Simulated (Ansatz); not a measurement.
SiNH₇F₂, closed shell: at the end structure of a reaction step.

in.yaml

```yaml
crystal:
  periodic: [false, false, false]
  atoms:
    - {symbol: Si, position_ang: [-0.824570, -0.924735, -0.751720]}
    - {symbol: H, position_ang: [1.548408, 0.300684, 2.385494]}
    - {symbol: H, position_ang: [-2.023500, -1.284256, -1.535089]}
    - {symbol: H, position_ang: [-0.074755, -2.071204, -0.202211]}
    - {symbol: N, position_ang: [-1.257908, 0.130687, 0.491393]}
    - {symbol: H, position_ang: [1.373829, 0.875932, -1.216243]}
    - {symbol: F, position_ang: [0.195137, -0.255250, -1.833816]}
    - {symbol: H, position_ang: [1.727663, 0.625117, 1.735163]}
    - {symbol: F, position_ang: [1.916027, 1.397115, -0.666800]}
    - {symbol: H, position_ang: [-0.608861, 0.375767, 1.222196]}
    - {symbol: H, position_ang: [-1.971573, 0.830245, 0.371733]}
basis:
  gaussian: {orbitals: "def2-QZVPP.json"}
correlation: {method: mp2}
```

The basis file named in the input lies beside it (Basis Set Exchange, JSON).

Command:

```bash
ansatz run in.yaml --threads 4 --pin off --events-out ev --progress --plain --max-ram 9574MiB
```

The run's output (Ansatz 0.2.0):

```
Functional definition: HF
  name "HF"
  cite "Fock, Z. Phys. 61, 126 (1930) doi:10.1007/BF01340294"
  parent pbe
  exchange = exact_x
  correlation = 0
2687 factors; integrals over basis functions are off by at most 9.9e-4 eV
mean field evaluation 1: about -14868.5698 eV, gradient 4.7e1 eV
mean field evaluation 2: about -14868.6557 eV, gradient 4.7e1 eV
mean field evaluation 4: about -14872.6841 eV, gradient 2.9e0 eV
mean field evaluation 8: about -14872.7198 eV, gradient 1.6e-1 eV
mean field -14872.71989574 eV, -546.5623750769 hartree, gradient 2.6e-6 eV, S^2 0.000000; 0 other end points of the search recorded, 0 dependent functions left out
8 core orbitals not correlated: weight in the atoms' cores, before any rotation towards them, 1.000 or more for the frozen orbitals, at most 0.000 for the correlated occupied ones
reference -14872.71989574 eV, -546.5623750769 hartree; 15, 15 occupied and 428, 428 virtual orbitals, 2687 factors
second order -26.58845896 eV of doubles, -0.00000000 eV of singles
Total energy: -14899.30835470 eV, -547.5394829214 hartree
```

Time: 28 s of wall clock on 4 CPU threads of an Intel Xeon; the host was shared. Peak host memory: 2.2 GiB.
